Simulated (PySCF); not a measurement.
C4H8O2Si2.
Structure used (GFN2-xTB), in Å, numbered top down from 1:
```
atom  x, y, z in Å
Si1    2.8715    0.5168   -0.1699
O2     1.7537   -0.6409   -0.5356
C3     0.4605   -0.4770   -0.2806
C4    -0.4465   -1.4264   -0.5830
C5    -1.8474   -1.2859   -0.3257
C6    -2.4135   -0.2030    0.2425
Si7   -1.3296    1.2230    0.7403
O8     0.1763    0.6923    0.2880
H9     2.5942    1.7463   -0.9077
H10    4.0424   -0.2011   -0.6499
H11    2.8921    0.7720    1.2681
H12   -0.0841   -2.3310   -1.0418
H13   -2.4610   -2.1285   -0.6228
H14   -3.4827   -0.1942    0.3933
H15   -1.2116    1.4762    2.1797
H16   -1.5220    2.4703   -0.0061
```

Mulliken charges (e) from the PBE0/pcSseg-1 density (PySCF), one withheld:

```tsv
atom	bonded to	charge
Si1	O2 H9 H10 H11	?
O2	Si1 C3	-0.5784
C3	O2 C4 O8	+0.5855
C4	C3 C5 H12	-0.2288
C5	C4 C6 H13	-0.0691
C6	C5 Si7 H14	-0.4471
Si7	C6 O8 H15 H16	+0.9029
O8	Si7 C3	-0.6416
H9	Si1	-0.0965
H10	Si1	-0.1046
H11	Si1	-0.0965
H12	C4	+0.1045
H13	C5	+0.0993
H14	C6	+0.1184
H15	Si7	-0.1137
H16	Si7	-0.1137
```

Problem. What is the charge on Si1?

Solution. The charges add up to the total charge, 0. The others sum to -0.6794, which leaves +0.6794 e for Si1 (oxygen-bound silicon); the computed value is +0.6793, the difference coming from rounding.

Problem. Add each hydrogen's charge to the atom that carries it.

Solution. Si1 +0.3817, C4 -0.1243, C5 +0.0302, C6 -0.3287, Si7 +0.6755. Atoms without hydrogen keep their charges.

Problem. Across which bond do the charges differ most?

Solution. Si7–O8: +0.9029 on Si7 against -0.6416 on O8, a difference of 1.5445 e. The lower charge is on the more electronegative element of the two (Pauling values: O 3.44, Si 1.90).

Problem. Take the bonds between elements whose Pauling electronegativities differ by more than 0.25. In how many does the more electronegative atom carry the lower charge?

Solution. In 13 of 13.

Problem. How much positive and how much negative charge does this set hold in all?

Solution. +2.4899 e on 6 atoms and -2.4900 e on 10.

The Mulliken scheme gives each basis function's population to the atom it is centred on and halves the overlap population of two atoms between them. The structure is a single GFN2-xTB conformer in the gas phase; no vibrational or solvent corrections.
